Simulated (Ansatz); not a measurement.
This geometry of CH₇NO₂Si₂ (13 atoms, charge 0, multiplicity 1) is a first-order saddle point.

These are results of RKS r2SCAN-D4/6-31G in Ansatz, not measurements.

```xyz
13
Properties=species:S:1:pos:R:3
N -1.462 -1.245 0.747
Si -0.234 -0.174 0.104
Si 1.990 -0.866 0.444
O -0.588 0.417 -1.551
C -0.807 1.780 -0.998
O -0.529 1.560 0.447
H -1.923 -1.937 0.174
H -1.887 -1.098 1.652
H 2.926 0.098 -0.221
H 2.185 -2.239 -0.134
H 2.279 -0.911 1.918
H -0.088 2.485 -1.421
H -1.842 2.095 -1.147
```

**Question.** Which two structures does it join? (They come from a converged band through this point; their orientation in space is the band's.)

**Answer.** No bond is made or broken. The dihedral H8–N1–Si2–Si3 goes from 0 to 179°.

Initial state:

```xyz
13
Properties=species:S:1:pos:R:3
N -1.422 -1.301 0.681
Si -0.278 -0.159 0.063
Si 1.905 -0.736 0.729
O -0.521 0.320 -1.654
C -0.767 1.719 -1.238
O -0.723 1.576 0.233
H -2.414 -1.217 0.502
H -1.168 -2.101 1.243
H 2.870 0.181 0.041
H 2.209 -2.159 0.352
H 2.045 -0.586 2.217
H 0.037 2.373 -1.587
H -1.752 2.056 -1.569
```

Final state:

```xyz
13
Properties=species:S:1:pos:R:3
N -1.432 -1.228 0.785
Si -0.279 -0.144 0.082
Si 1.906 -0.744 0.721
O -0.524 0.252 -1.656
C -0.760 1.670 -1.309
O -0.711 1.600 0.168
H -1.180 -2.009 1.373
H -2.427 -1.126 0.632
H 2.865 0.211 0.080
H 2.212 -2.143 0.267
H 2.050 -0.673 2.215
H 0.046 2.302 -1.693
H -1.744 1.998 -1.651
```

**Question.** How far does it lie above each of them?

**Answer.** 0.35 eV above the first and 0.35 eV above the second. This is the barrier of this one path; another mechanism may lie lower. Limits of this set-up: no polarisation functions.

Time of the run: 5.7 min on 1 thread of Arm Neoverse V2, on a shared host, peak memory 0.16 GiB.
